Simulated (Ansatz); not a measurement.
Basis-set extrapolation for AlClH$_{6}$Si$_{2}$ (`[AlH2][SiH2][SiH2]Cl`) (PBE0-D4/def2-TZVP geometry, frozen core, the Gaussian-basis code of Ansatz). Multiplicity 1, RHF reference.

```csv
,def2-TZVPP,def2-QZVPP
HF,-1282.850164,-1282.887696
MP2 correlation,-0.525313,-0.569970
CCSD(T) correlation,-0.618789,not run
```

Energies in hartree. Use E(X) = E(∞) + A·exp(−7.88·√X) for Hartree–Fock and E(X) = E(∞) + B·X^(−2.97) for correlation, with X = 3 and 4, and add CCSD(T) minus MP2 of the smaller set to the MP2 limit.

Problem. What is the CCSD(T) energy at the basis-set limit?

Solution. HF limit: -1282.887696 + (-0.037532) × 0.13774 = -1282.89287. MP2 limit: -0.569970 + (-0.044657) × 0.74074 = -0.60305. Higher-order term: -0.618789 − (-0.525313) = -0.09348. Total: -1283.58940 hartree, 316.2 kJ/mol below CCSD(T)/def2-TZVPP.
